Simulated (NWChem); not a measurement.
System: silicon monosulfide (SiS, singlet); SMILES S=[Si]

Input file for NWChem:

```
start job
memory heap 200 mb stack 900 mb global 1100 mb
geometry units angstroms
  Si     0.000000     0.000000     1.036495
  S      0.000000     0.000000    -0.903154
end
basis spherical
  * library 6-31g*
end
dft
  xc hfexch
  iterations 150
end
driver
  maxiter 120
end
task dft optimize
task dft freq
```

NWChem printed, in part:

```
             Northwest Computational Chemistry Package (NWChem) 7.3.0
             --------------------------------------------------------

 ORDER OF PRIMARY AXIS IS BEING SET TO 4
 C4V symmetry detected

                             Geometry "geometry" -> ""
                             -------------------------

 Output coordinates in angstroms (scale by  1.889725989 to convert to a.u.)

  No.       Tag          Charge          X              Y              Z
 ---- ---------------- ---------- -------------- -------------- --------------
    1 Si                  14.0000     0.00000000     0.00000000     1.03447947
    2 S                   16.0000     0.00000000     0.00000000    -0.90516953

 Effective nuclear repulsion energy (a.u.)      61.1119350851

      Symmetry information
      --------------------

 Group name             C4v
 Group number             18
 Group order               8
 No. of unique centers     2

                                Z-matrix (autoz)
                                --------

 Units are Angstrom for bonds and degrees for angles

      Type          Name      I     J     K     L     M      Value
      ----------- --------  ----- ----- ----- ----- ----- ----------
    1 Stretch                  1     2                       1.93965

  xc_inp: hfexch multiplicative factor not found.

                           NWChem Geometry Optimization
                           ----------------------------

 maximum gradient threshold         (gmax) =   0.000450
 rms gradient threshold             (grms) =   0.000300
 maximum cartesian step threshold   (xmax) =   0.001800
 rms cartesian step threshold       (xrms) =   0.001200
 fixed trust radius                (trust) =   0.300000
 source of zmatrix                         =   autoz

          -------------------
          Energy Minimization
          -------------------

 Using diagonal initial Hessian
 Scaling for Hessian diagonals: bonds = 1.00  angles = 0.25  torsions = 0.10

          --------
          Step   0

                                 NWChem DFT Module
                                 -----------------

 Summary of "ao basis" -> "ao basis" (spherical)
 ------------------------------------------------------------------------------
       Tag                 Description            Shells   Functions and Types
 ---------------- ------------------------------  ------  ---------------------
 Si                          6-31g*                  8       18   4s3p1d
 S                           6-31g*                  8       18   4s3p1d

      Symmetry analysis of basis
      --------------------------

        a1         16
        a2          0
        b1          2
        b2          2
        e          16

            General Information
            -------------------
          SCF calculation type: DFT
          Wavefunction type:  closed shell.
          No. of atoms     :     2
          No. of electrons :    30
           Alpha electrons :    15
            Beta electrons :    15
          Charge           :     0
          Spin multiplicity:     1
          Use of symmetry is: on ; symmetry adaption is: on
          Maximum number of iterations: 150
          AO basis - number of functions:    36
                     number of shells:    16
          Convergence on energy requested:  1.00D-06
          Convergence on density requested:  1.00D-05
          Convergence on gradient requested:  5.00D-04

              XC Information
              --------------
                     Hartree-Fock (Exact) Exchange  1.000

      Superposition of Atomic Density Guess
      -------------------------------------

 Sum of atomic energies:        -686.27298848

      Non-variational initial energy
      ------------------------------

 Total energy =    -686.469994
 1-e energy   =   -1071.622190
 2-e energy   =     324.040261
 HOMO         =      -0.284476
 LUMO         =      -0.036163

      Symmetry analysis of molecular orbitals - initial
      -------------------------------------------------

 !! scf_movecs_sym_adapt:    4 vectors were symmetry contaminated

  Symmetry fudging

 !! scf_movecs_sym_adapt:    2 vectors were symmetry contaminated

  Numbering of irreducible representations:

     1 a1          2 a2          3 b1          4 b2          5 e

  Orbital symmetries:

     1 a1          2 a1          3 a1          4 a1          5 e
     6 e           7 a1          8 a1          9 e          10 e
    11 a1         12 a1         13 e          14 e          15 a1
    16 e          17 e          18 a1         19 a1         20 a1
    21 e          22 e          23 a1         24 e          25 e

   convergence    iter        energy       DeltaE   RMS-Dens  Diis-err
 ---------------- ----- ----------------- --------- --------- ---------
 d= 0,ls=0.0,diis     1   -686.3937561132 -7.48D+02  2.31D-02  1.97D-01
 d= 0,ls=0.0,diis     2   -686.4161923715 -2.24D-02  9.61D-03  1.18D-01
 d= 0,ls=0.0,diis     3   -686.4388011440 -2.26D-02  1.81D-03  8.53D-04

 !! scf_movecs_sym_adapt:    4 vectors were symmetry contaminated

  Symmetry fudging

 !! scf_movecs_sym_adapt:    4 vectors were symmetry contaminated

 d= 0,ls=0.0,diis     4   -686.4391077170 -3.07D-04  2.71D-04  3.83D-05

 !! scf_movecs_sym_adapt:    4 vectors were symmetry contaminated

  Symmetry fudging

 !! scf_movecs_sym_adapt:    2 vectors were symmetry contaminated

 d= 0,ls=0.0,diis     5   -686.4391176364 -9.92D-06  1.04D-04  3.41D-06

 !! scf_movecs_sym_adapt:    2 vectors were symmetry contaminated

  Symmetry fudging
  Resetting Diis
 d= 0,ls=0.0,diis     6   -686.4391188573 -1.22D-06  5.79D-05  4.12D-07

 !! scf_movecs_sym_adapt:    2 vectors were symmetry contaminated

  Symmetry fudging
 d= 0,ls=0.0,diis     7   -686.4391190901 -2.33D-07  6.79D-06  1.68D-08

         Total DFT energy =     -686.439119090051
      One electron energy =    -1072.487738422384
           Coulomb energy =      370.303244020622
    Exchange-Corr. energy =      -45.366559773417
 Nuclear repulsion energy =       61.111935085127

 Numeric. integr. density =        0.000000000000

                  Occupations of the irreducible representations
                  ----------------------------------------------

                     irrep           alpha         beta
                     --------     --------     --------
                     a1                9.0          9.0
                     a2                0.0          0.0
                     b1                0.0          0.0
                     b2                0.0          0.0
                     e                 6.0          6.0

                       DFT Final Molecular Orbital Analysis
                       ------------------------------------

 Vector   13  Occ=2.000000D+00  E=-3.921873D-01  Symmetry=a1
              MO Center= -2.1D-17,  1.7D-17,  6.0D-01, r^2= 3.1D+00
   Bfn.  Coefficient  Atom+Function         Bfn.  Coefficient  Atom+Function
  ----- ------------  ---------------      ----- ------------  ---------------
     9      0.460738  1 Si pz                27     -0.457811  2 S  pz
    10      0.389416  1 Si s                  6      0.261968  1 Si s
    31     -0.218454  2 S  pz                23      0.176831  2 S  pz
     5     -0.173965  1 Si pz                 2     -0.129305  1 Si s
    13      0.123707  1 Si pz                28      0.081575  2 S  s

 Vector   14  Occ=2.000000D+00  E=-3.879541D-01  Symmetry=e
              MO Center= -1.1D-16, -2.6D-18, -5.2D-01, r^2= 2.0D+00
   Bfn.  Coefficient  Atom+Function         Bfn.  Coefficient  Atom+Function
  ----- ------------  ---------------      ----- ------------  ---------------
    25      0.568127  2 S  px                29      0.353039  2 S  px
     7      0.243993  1 Si px                21     -0.217923  2 S  px
    26     -0.140248  2 S  py                11      0.118240  1 Si px
     3     -0.096148  1 Si px                30     -0.087152  2 S  py
    17      0.068571  1 Si d  1               8     -0.060232  1 Si py

 Vector   15  Occ=2.000000D+00  E=-3.879541D-01  Symmetry=e
              MO Center= -1.3D-16, -8.7D-16, -5.2D-01, r^2= 2.0D+00
   Bfn.  Coefficient  Atom+Function         Bfn.  Coefficient  Atom+Function
  ----- ------------  ---------------      ----- ------------  ---------------
    26      0.568127  2 S  py                30      0.353039  2 S  py
     8      0.243993  1 Si py                22     -0.217923  2 S  py
    25      0.140248  2 S  px                12      0.118240  1 Si py
     4     -0.096148  1 Si py                29      0.087152  2 S  px
    15     -0.068571  1 Si d -1               7      0.060232  1 Si px

 Vector   16  Occ=0.000000D+00  E= 2.200956D-02  Symmetry=e
              MO Center=  9.1D-17,  3.2D-17,  8.0D-01, r^2= 3.8D+00
   Bfn.  Coefficient  Atom+Function         Bfn.  Coefficient  Atom+Function
  ----- ------------  ---------------      ----- ------------  ---------------
    11      0.720791  1 Si px                29     -0.437325  2 S  px
     7      0.409357  1 Si px                25     -0.288872  2 S  px
     3     -0.163890  1 Si px                12      0.143954  1 Si py
    21      0.112196  2 S  px                30     -0.087341  2 S  py
     8      0.081756  1 Si py                26     -0.057693  2 S  py

 Vector   17  Occ=0.000000D+00  E= 2.200956D-02  Symmetry=e
              MO Center= -3.2D-17,  1.1D-16,  8.0D-01, r^2= 3.8D+00
   Bfn.  Coefficient  Atom+Function         Bfn.  Coefficient  Atom+Function
  ----- ------------  ---------------      ----- ------------  ---------------
    12      0.720791  1 Si py                30     -0.437325  2 S  py
     8      0.409357  1 Si py                26     -0.288872  2 S  py
     4     -0.163890  1 Si py                11     -0.143954  1 Si px
    22      0.112196  2 S  py                29      0.087341  2 S  px
     7     -0.081756  1 Si px                25      0.057693  2 S  px

[...]

      ----------------------
      Optimization converged
      ----------------------

  Step       Energy      Delta E   Gmax     Grms     Xrms     Xmax
  ---- ---------------- -------- -------- -------- -------- --------
@    2    -686.43945849 -3.2D-07  0.00002  0.00002  0.00039  0.00068
                                     ok       ok       ok       ok

                                Z-matrix (autoz)
                                --------

 Units are Angstrom for bonds and degrees for angles

      Type          Name      I     J     K     L     M      Value     Gradient
      ----------- --------  ----- ----- ----- ----- ----- ---------- ----------
    1 Stretch                  1     2                       1.91684    0.00002

                         Geometry "geometry" -> "geometry"
                         ---------------------------------

 Output coordinates in angstroms (scale by  1.889725989 to convert to a.u.)

  No.       Tag          Charge          X              Y              Z
 ---- ---------------- ---------- -------------- -------------- --------------
    1 Si                  14.0000     0.00000000     0.00000000     1.02307271
    2 S                   16.0000     0.00000000     0.00000000    -0.89376278

 Effective nuclear repulsion energy (a.u.)      61.8392680382

      Symmetry information
      --------------------

 Group name             C4v
 Group number             18
 Group order               8
 No. of unique centers     2

                Final and change from initial internal coordinates
                --------------------------------------------------

                                Z-matrix (autoz)
                                --------

 Units are Angstrom for bonds and degrees for angles

      Type          Name      I     J     K     L     M      Value       Change
      ----------- --------  ----- ----- ----- ----- ----- ---------- ----------
    1 Stretch                  1     2                       1.91684   -0.02281

 ==============================================================================
                                internuclear distances
 ------------------------------------------------------------------------------
       center one      |      center two      | atomic units |  angstroms
 ------------------------------------------------------------------------------
    2 S                |   1 Si               |     3.62229  |     1.91684
 ------------------------------------------------------------------------------
                         number of included internuclear distances:          1
 ==============================================================================

[second-derivative integrals and response iterations left out]

  Vibrational analysis via the FX method

  See chapter 2 in "Molecular Vibrations" by Wilson, Decius and Cross

  Vib: Default input used

 ---------------------------- Atom information ----------------------------
     atom    #        X              Y              Z            mass
 --------------------------------------------------------------------------
    Si       1  0.0000000D+00  0.0000000D+00  1.9333271D+00  2.7976930D+01
    S        2  0.0000000D+00  0.0000000D+00 -1.6889668D+00  3.1972070D+01
 --------------------------------------------------------------------------

[unprojected Hessian and modes left out]

        Vibrational analysis via the FX method
  --- with translations and rotations projected out ---
  --- via the Eckart algorithm                      ---
 Dependent rotation vector no.                    3
  found in ECKART; assuming linear geometry
 Projected Nuclear Hessian trans-rot subspace norm:3.0815D-33
                         (should be close to zero!)

[projected Hessian left out]

 Rotational Constants
 --------------------
 A=   0.000000 cm-1  (  0.000000 K)
 B=   0.307497 cm-1  (  0.442410 K)
 C=   0.307497 cm-1  (  0.442410 K)

 Temperature                      =   298.15K
 frequency scaling parameter      =   1.0000

 Linear Molecule

 Zero-Point correction to Energy  =    1.167 kcal/mol  (  0.001859 au)
 Thermal correction to Energy     =    2.693 kcal/mol  (  0.004292 au)
 Thermal correction to Enthalpy   =    3.286 kcal/mol  (  0.005236 au)

 Total Entropy                    =   53.293 cal/mol-K
   - Translational                =   38.176 cal/mol-K (mol. weight =  59.9490)
   - Rotational                   =   14.923 cal/mol-K (symmetry #  =        1)
   - Vibrational                  =    0.194 cal/mol-K

 Cv (constant volume heat capacity) =    5.589 cal/mol-K
   - Translational                  =    2.979 cal/mol-K
   - Rotational                     =    1.986 cal/mol-K
   - Vibrational                    =    0.624 cal/mol-K

[normal modes left out]

 ----------------------------------------------------------------------------
 Normal Eigenvalue ||           Projected Infra Red Intensities
  Mode   [cm**-1]  || [atomic units] [(debye/angs)**2] [(KM/mol)] [arbitrary]
 ------ ---------- || -------------- ----------------- ---------- -----------
    1       -0.000 ||    0.000000           0.000         0.000       0.000
    2        0.000 ||    0.002506           0.058         2.443       1.357
    3        0.000 ||    0.002506           0.058         2.443       1.357
    4        0.000 ||    0.002193           0.051         2.138       1.187
    5        0.000 ||    0.002193           0.051         2.138       1.187
    6      816.492 ||    0.101410           2.340        98.859      54.911
 ----------------------------------------------------------------------------
```

Level: Hartree-Fock/6-31G* (spherical d). Low-valent species are run as closed-shell singlets; no triplet was tried in these runs.
